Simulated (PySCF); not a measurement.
Caution: the highest occupied level lies above zero, so the state may not be bound.

Delta-SCF ions had no search for a lower state. 

# HOSi, SMILES `[SiH-]=O` (charge -1, multiplicity 1)

All values below come from PBE-D3(BJ)/def2-TZVPD // ωB97X-D3(BJ)/def2-TZVPD (PySCF).

```
Property                                                       Result
--------------------------------------  -----------------------------
HOMO                                                          1.13 eV
vertical detachment energy (Delta-SCF)                        1.89 eV
total energy                                             -365.1578 Ha
cost                                    around 8 core-seconds (rough)
```

```xyz
3

O      1.2655    -0.3057     0.0000
Si     0.0171     0.6373     0.0000
H     -1.2693    -0.3401     0.0000
```
Charge -1, spin multiplicity 1.
